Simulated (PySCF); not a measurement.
Bi⁵⁹⁺ (bismuth, charge +59): UHF calculation

Configuration: [Ar] 3d6, high-spin 5D determinant. Calculation: PySCF 2.14, in an uncontracted even-tempered set (17 s from 16 bohr⁻², ratio 2.5; 13 p from 21 bohr⁻², ratio 2.5; 7 d from 21 bohr⁻², ratio 2.5; 4 f from 80 bohr⁻², ratio 2.7; 3 g from 120 bohr⁻², ratio 2.7); the spin-free X2C one-electron Hamiltonian (Gaussian nucleus).

- Total energy: -18251.791271 hartree
- One-electron energy: -20567.6230 hartree
- Hartree (Coulomb) energy: 2569.5344 hartree
- Exchange energy: -253.7027 hartree
- ⟨S²⟩: 6.0001
- ⟨L²⟩: 6.000
- Sum of ⟨r⟩: 2.723 bohr
- Sum of ⟨r²⟩: 0.4407 bohr²
- Traceless quadrupole moment −½Σ⟨3z² − r²⟩ along its main axis: 0.00719 e·bohr²

```csv
shell,electrons,mean orbital energy (hartree),spread (hartree),"rms radius, mean of both spins (bohr)"
1s α,1,-3492.27645,0,0.0178
1s β,1,-3492.24638,0,0.0178
2s α,1,-750.42491,0,0.0714
2s β,1,-748.92528,0,0.0714
2p α,3,-665.85372,0.39009,0.0659
2p β,3,-664.27935,0.08788,0.0659
3s α,1,-279.54363,0,0.176
3s β,1,-277.69885,0,0.176
3p α,3,-254.58926,0.46494,0.178
3p β,3,-252.36294,0.19927,0.178
3d α,5,-230.84454,0.65262,0.159
3d β,1,-229.36555,0,0.159
```

Spin-orbit coupling is strong in this species (close to jj coupling), so the high-spin LS determinant is a model state, not a physical level.

Densities and radii are taken from the X2C orbitals without a picture-change correction, which distorts them close to the nucleus.

Spin-orbit constants ζ (cm⁻¹) from the X2C one-electron operator on these orbitals: bare nucleus, nucleus screened by l(l+1)(2l+1)/3 electrons, and screened by the Breit-Pauli mean field of the electrons.

```csv
shell,bare,screened nucleus,mean field
2p,11490000,11210000,11120000
3p,2869000,2800000,2780000
3d,450300,396000,391300
```

To first order the Landé constant is A = -97840 cm⁻¹, so the lowest level has J = 4 and lies 48.5 eV below the centre of the term. This holds in LS coupling only, and this species is close to jj coupling.
